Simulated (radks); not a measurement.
Values are calculated unless marked as measured or tabulated.
Neutral tantalum inside a hard spherical wall (all orbitals vanish at R), configuration held at [Xe] 4f14 5d3 6s2 and not refilled when levels cross. Code: a radial shooting solver on a logarithmic mesh with Libxc functionals. Model: scalar-relativistic Kohn-Sham, PBE, spin-unpolarised, spherical densities, finite nucleus; Fermi nuclear charge, rms radius 5.3507 fm. Eigenvalues in eV, with the zero of energy where the potential of the charges vanishes at infinity; a dash marks a level that is unbound or too diffuse for the functional's potential to be trusted. A positive occupied level is held by the wall or, in an anion where self-interaction has pushed it up, behind a barrier. The pressure on the wall is -dE/dV.

\begin{tabular}{lrrrrrrrrr}
R (bohr) & E (hartree) & kinetic (hartree) & e(5p) & e(4f) & e(6s) & e(5d) & e(6p, empty) & e(7s, empty) & pressure (GPa) \\ \hline
free & -15602.2844 & 17136.751 & -39.403 & -24.710 & -5.440 & -3.593 & -1.392 & - & 0 \\
20 & -15602.2844 & 17136.751 & -39.403 & -24.710 & -5.440 & -3.593 & -1.392 & - & < 0.0001 \\
15 & -15602.2844 & 17136.751 & -39.402 & -24.709 & -5.440 & -3.592 & -1.386 & 0.232 & < 0.0001 \\
8 & -15602.2782 & 17136.802 & -39.079 & -24.379 & -5.188 & -3.310 & -0.716 & 4.460 & 0.261 \\
5 & -15602.0851 & 17137.764 & -35.591 & -20.690 & -1.535 & -0.133 & 5.304 & 24.610 & 22.2 \\
4 & -15601.6018 & 17139.672 & -31.333 & -15.967 & 5.087 & 4.324 & 15.036 & 51.034 & 129 \\
2.5 & -15595.7348 & 17161.215 & -9.365 & 9.344 & 62.552 & 33.017 & 88.355 & 213.95 & 4530 \\
1.5 & -15539.7124 & 17342.086 & 112.80 & 111.10 & 405.25 & 188.65 & 466.44 & 922.75 & 182000 \\
\end{tabular}
